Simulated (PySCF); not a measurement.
Computed IR spectrum (relative IR intensity) of a molecule C2H6F2Si. Coordinates come from a ωB97X-D3(BJ)/def2-SVP optimisation. Other conformers were not sampled. Computed with PySCF with ωB97X-D3(BJ)/def2-SVP. Frequencies are harmonic and unscaled.

Lines under 2 % of the strongest are left out, and lines within 2 cm⁻¹ are merged.

```
ν (cm⁻¹)  relative intensity
--------  ------------------
257                      5.6
326                      5.3
625                      6.6
676                      8.8
718                       10
774                       40
796                       12
856                      6.5
895                       82
956                      100
1101                      33
1251                     2.2
1292                      21
1442                     3.0
1460                     3.0
2289                      67
3051                     8.3
3111                     9.2
```

Question: Which structure fits?
A) C[Si@H](F)CF
B) FC[SiH2]CF
C) CC(F)(F)[SiH3]
D) C[Si](C)(F)F

Answer: A, C[Si@H](F)CF
